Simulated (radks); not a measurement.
Values are calculated unless marked as measured or tabulated.
Tb XXXVIII, 28 electrons, occupied as [Ar] 3d10 (the NIST ground configuration). Level of theory: Dirac Kohn-Sham, exchange-only PBE, spin-unpolarised, spherical densities, finite nucleus; Fermi nuclear charge, rms radius 5.06 fm (a radial shooting solver on a logarithmic mesh with Libxc functionals). Some entries of the table are withheld. Estimate them.

| orbital | occ. | eigenvalue (eV) | <r> (bohr) |
|---|---|---|---|
| 1s1/2 | 2 | -53397.99 | 0.02150 |
| 2s1/2 | 2 | (1) | 0.09075 |
| 2p1/2 | 2 | -9724.845 | 0.07569 |
| 2p3/2 | 4 | -8974.061 | 0.08260 |
| 3s1/2 | 2 | (2) | 0.2344 |
| 3p1/2 | 2 | -3195.805 | 0.2236 |
| 3p3/2 | 4 | -3033.742 | 0.2358 |
| 3d3/2 | 4 | -2731.360 | (3) |
| 3d5/2 | 6 | -2695.282 | (4) |
| 4s1/2 | 0 | -1639.827 | 0.4683 |
| 4p1/2 | 0 | -1565.265 | (5) |
| 4p3/2 | 0 | -1511.767 | (6) |

Answer. 
(1) 2s1/2 eigenvalue (eV): -10141.68
(2) 3s1/2 eigenvalue (eV): -3374.801
(3) 3d3/2 <r> (bohr): 0.2074
(4) 3d5/2 <r> (bohr): 0.2112
(5) 4p1/2 <r> (bohr): 0.4654
(6) 4p3/2 <r> (bohr): 0.4823
